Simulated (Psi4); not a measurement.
GaH3SO2 (SMILES [OH][Ga]([OH])[SH]): the HOMO–LUMO gap, rung by rung

The species is GaH3SO2 (7 atoms), meant as a singlet with charge 0. SMILES: `[OH][Ga]([OH])[SH]`. Geometry: optimised at PBE0/def2-TZVP. This is one conformer, not always the lowest.

```xyz
7

O    -1.4368   -1.0545   -0.4600
Ga    0.1195   -0.4305    0.1468
O     0.5484   -0.4181    1.8738
S     1.5580    0.3430   -1.2908
H    -2.0316   -1.3854    0.2159
H    -0.1230   -0.7720    2.4600
H     0.7313    0.0831   -2.3189
```

Quantity: the HOMO–LUMO gap, in eV. The values are calculated.

```tsv
level	kind	program	value (eV)	CPU time
PBE-D4/def2-TZVPP (density fitting)	GGA	Psi4	4.70	34 s
r2SCAN-D4/def2-TZVPP (density fitting)	meta-GGA	Psi4	5.37	80 s
B3LYP-D4/def2-TZVPP (density fitting)	global hybrid	Psi4	6.27	30 s
PBE0-D4/def2-TZVPP (density fitting)	global hybrid	Psi4	6.89	34 s
wB97M-V/def2-TZVPP (density fitting)	range-separated hybrid	Psi4	10.86	84 s
```

All-electron rows without a relativistic Hamiltonian named are non-relativistic. The values span 4.70 to 10.86 eV. Orbital gaps aren't excitation energies; they tend to grow with the share of exact exchange. Times are those of the runs behind each value, whatever else they computed, on shared processors of several kinds: orders of magnitude only.
